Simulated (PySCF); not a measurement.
TeC: frontier orbitals

PBE at R = 1.896 Å; Te def2-SVPD with ECP28, C def2-SVPD; scalar-relativistic core potentials (PySCF 2.14). State: ¹Σ⁺ (singlet), closed shell. Only the outer orbitals are listed, counted within each symmetry, core potentials removing the inner ones.

| orbital | occ. | ε (eV) | on Te (%) | main shells (%) |
| --- | --- | --- | --- | --- |
| 5σ | 2 | -17.92 | 64 | 60 Te s, 29 C s |
| 6σ | 2 | -12.26 | 57 | 44 C s, 36 Te s, 20 Te p |
| 3π | 2 | -7.34 | 68 | 67 Te p, 31 C p |
| 3π | 2 | -7.34 | 68 | 67 Te p, 31 C p |
| 7σ | 2 | -6.68 | 30 | 42 C p, 30 Te p, 27 C s |
| 4π | 0 | -3.71 | 40 | 60 C p, 31 Te p, 9 Te d |
| 4π | 0 | -3.71 | 40 | 60 C p, 31 Te p, 9 Te d |
| 8σ | 0 | -0.66 | 90 | 67 Te p, 20 Te d, 12 C p |

**Question.** Which are the highest filled and the lowest empty level, where do they sit, and how wide is the gap?

**Answer.** Highest filled 7σ at -6.68 eV (in %: 42 C p, 30 Te p, 27 C s); lowest empty 4π at -3.71 eV (in %: 60 C p, 31 Te p, 9 Te d); the gap at PBE is 2.97 eV.

* bond order (Mayer): 2.58
* ⟨S²⟩: 0.000
* charge on Te (Mulliken, basis-dependent): 0.26
* charge on Te (Löwdin, basis-dependent): 0.52
* dipole moment (positive dipole means Te(−)C(+)): -2.71 D
* polarisability along the bond: 66.5 bohr³
* polarisability across the bond: 40.0 bohr³

Spin–orbit coupling is left out.
